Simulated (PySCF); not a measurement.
**Mayer bond orders and bond lengths**

C₄H₁₀ClFSi.
Atom-mapped SMILES: `[CH3:1][Si:2]([CH3:3])([F:4])[CH2:5][CH2:6][Cl:7]` (hydrogens: H8, H9, H10 on C1; H11, H12, H13 on C3; H14, H15 on C5; H16, H17 on C6)

Geometry (GFN2-xTB, Å), atoms numbered from 1 in this order:
```
atom  x, y, z in Å
C1    -0.982    0.928   -1.471
Si2   -0.560   -0.358   -0.142
C3    -1.987   -0.717    1.051
F4    -0.242   -1.745   -0.936
C5     1.051    0.059    0.794
C6     2.257    0.032   -0.119
Cl7    3.757    0.420    0.782
H8    -1.145    1.912   -1.044
H9    -1.885    0.651   -2.008
H10   -0.183    1.012   -2.203
H11   -2.245    0.155    1.644
H12   -2.876   -1.021    0.509
H13   -1.734   -1.519    1.738
H14    1.205   -0.658    1.602
H15    0.976    1.041    1.260
H16    2.405   -0.955   -0.554
H17    2.181    0.775   -0.912
```

Bond orders from the PBE0/pcSseg-1 density (PySCF). Geometry: GFN2-xTB, one conformer, isolated molecule.

Q: How far do the computed orders between heavy atoms stray from the drawn ones?

A: The largest departure is 0.137, at Si2–C5 (drawn single, 0.863). Drawn single, order below 0.88: Si2–C5 (0.863).

Q: Give the Mayer order of every bond, beside its length.

A: 
```tsv
bond	drawn as	length (Å)	Mayer order
C1–Si2	single	1.897	0.957
Si2–C3	single	1.894	0.958
Si2–F4	single	1.630	0.930
Si2–C5	single	1.910	0.863
C5–C6	single	1.513	1.036
C6–Cl7	single	1.792	0.975
C1–H8	single	1.086	0.948
C1–H9	single	1.086	0.957
C1–H10	single	1.087	0.952
C3–H11	single	1.085	0.949
C3–H12	single	1.086	0.955
C3–H13	single	1.086	0.955
C5–H14	single	1.091	0.942
C5–H15	single	1.090	0.934
C6–H16	single	1.089	0.935
C6–H17	single	1.089	0.936
```

Bonds between the same two heavy elements. C–Si: lowest Si2–C5 (0.863, 1.910 Å), highest Si2–C3 and C1–Si2 (0.958, 1.894 Å). Bonds named together lie within 0.004.

Q: Sum the orders of all bonds at each heavy atom with more than one neighbour and set the sums beside the valence in the SMILES.

A: C1 3.814 (drawn 4), Si2 3.708 (drawn 4), C3 3.817 (drawn 4), C5 3.775 (drawn 4), C6 3.882 (drawn 4). Orders between atoms that aren't bonded are not in these sums.

Mayer orders depend on the basis set.
